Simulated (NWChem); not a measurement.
C$_{2}$H$_{5}$ClSi$_{2}$; SMILES Cl[Si@H]1C=C[SiH2]1

```xyz
10

Cl     0.1883    -2.2079     0.3121
Si    -0.1461    -0.3889    -0.6391
C     -1.4967     0.6830     0.1057
C     -0.8537     1.8305     0.4383
Si     0.9813     1.5324     0.0707
H     -0.3120    -0.7080    -2.0878
H     -2.5752     0.5284     0.2400
H     -1.3721     2.7091     0.8465
H      1.6235     2.4758    -0.8971
H      1.8457     1.4372     1.2864
```
Atoms are numbered in this order, from 1.

Program: NWChem. Pople sets run with spherical d functions. Structure relaxed at the PBE0/def2-SVP level. Total energies compare along this basis series because the functional is fixed.

```
level            basis functions  energy (Ha)  highest occupied level (eV)  orbital gap (eV)  dipole (D)
---------------  ---------------  -----------  ---------------------------  ----------------  ----------
PBE0/STO-3G                   42   -1105.3079                        -5.65              8.50        2.96
PBE0/3-21G                    67   -1112.1897                          ___               ___         ___
PBE0/6-31G*                   92   -1117.8661                        -7.73              6.86        2.25
PBE0/6-31+G*                 112   -1117.8714                        -7.83              6.71        2.14
PBE0/6-311G**                144   -1117.9628                        -7.85              6.75        2.26
PBE0/6-311++G**              169   -1117.9653                        -7.84              6.67        2.11
```

Q: Fill in the missing entries.

A: 
- PBE0/3-21G, highest occupied level (eV): -7.99
- PBE0/3-21G, orbital gap (eV): 7.07
- PBE0/3-21G, dipole (D): 2.86
